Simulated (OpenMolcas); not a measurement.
An atom or ion with 61 electrons was computed by SS-CASPT2, IPEA 0.25 Eh, imaginary shift 0.1 Eh with spin-orbit coupling (OpenMolcas, ANO-RCC-VTZP, DKH2). The lowest levels that the run gave, each within 12 % of the measured value where one is at hand:

```json
{"J": "5/2", "Parity": "odd", "E (cm⁻¹)": "0.0", "g": "0.297"}
{"J": "7/2", "Parity": "odd", "E (cm⁻¹)": "890", "g": "0.830"}
{"J": "9/2", "Parity": "odd", "E (cm⁻¹)": "1933", "g": "1.071"}
{"J": "11/2", "Parity": "odd", "E (cm⁻¹)": "3080", "g": "1.201"}
{"J": "13/2", "Parity": "odd", "E (cm⁻¹)": "4280", "g": "1.279"}
{"J": "15/2", "Parity": "odd", "E (cm⁻¹)": "5520", "g": "1.328"}
{"J": "1/2", "Parity": "odd", "E (cm⁻¹)": "5580", "g": "-0.651"}
{"J": "3/2", "Parity": "odd", "E (cm⁻¹)": "5770", "g": "1.055"}
{"J": "5/2", "Parity": "odd", "E (cm⁻¹)": "6180", "g": "1.302"}
{"J": "7/2", "Parity": "odd", "E (cm⁻¹)": "6920", "g": "1.389"}
{"J": "9/2", "Parity": "odd", "E (cm⁻¹)": "7950", "g": "1.430"}
{"J": "11/2", "Parity": "odd", "E (cm⁻¹)": "9180", "g": "1.452"}
```

Question: Which ion is it, and what are the configurations and terms?

Answer: neutral promethium (Z = 61, neutral; active space 5 electrons in 7 orbitals (4f)). J, parity and g give the terms where levels are pure, and mixed ones are named by the computed weights; the size of the splittings, set against known spectra of the 61-electron sequence, gives the charge. In order, with the measured energies in cm⁻¹ (NIST Handbook of Basic Atomic Spectroscopic Data): 4f⁵ 6s² ⁶H°_5/2, 4f⁵ 6s² ⁶H°_7/2 (804), 4f⁵ 6s² ⁶H°_9/2 (1749), 4f⁵ 6s² ⁶H°_11/2 (2797), 4f⁵ 6s² ⁶H°_13/2 (3919), 4f⁵ 6s² ⁶H°_15/2 (5090), 4f⁵ 6s² ⁶F°_1/2, 4f⁵ 6s² ⁶F°_3/2, 4f⁵ 6s² ⁶F°_5/2, 4f⁵ 6s² ⁶F°_7/2, 4f⁵ 6s² ⁶F°_9/2, 4f⁵ 6s² ⁶F°_11/2.

Term energies are means over components that CASPT2 splits; among the terms shown or strongly mixed into the levels shown the widest spread is 370 cm-1 (4f⁵ 6s² ⁶H°). High states are left out of the spin-orbit mixing, which shifts the levels that they would mix with. With the s shell closed, the reference lacks s² → p² mixing. Measured partners are found by configuration, term and J. A level has none where our copy of the source lacks it or the pairing is in doubt (some pairs that miss far off the trend of their configuration count as doubtful), and it then counts in no deviation. Only configurations of the active space appear.

° marks odd parity.
